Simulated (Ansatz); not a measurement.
Species: H₃AlO₃, SMILES `[OH][Al]([OH])[OH]` (charge 0, multiplicity 1).

Problem. Give a relaxed geometry from PBE0-D4/def2-TZVP run with Ansatz (a program for electronic structure).

Solution. One answer among several that fit: the end point of this relaxation, one of several conformers (outside a Z-matrix the atoms follow the SMILES, hydrogens last).
Cartesian coordinates (Å) in one orientation:
```xyz
7

O     -1.154    -1.207     0.256
Al     0.000     0.000     0.000
O      1.642    -0.393    -0.025
O     -0.489     1.600    -0.230
H     -2.091    -1.024     0.277
H      1.958    -1.286     0.101
H      0.133     2.310    -0.378
```
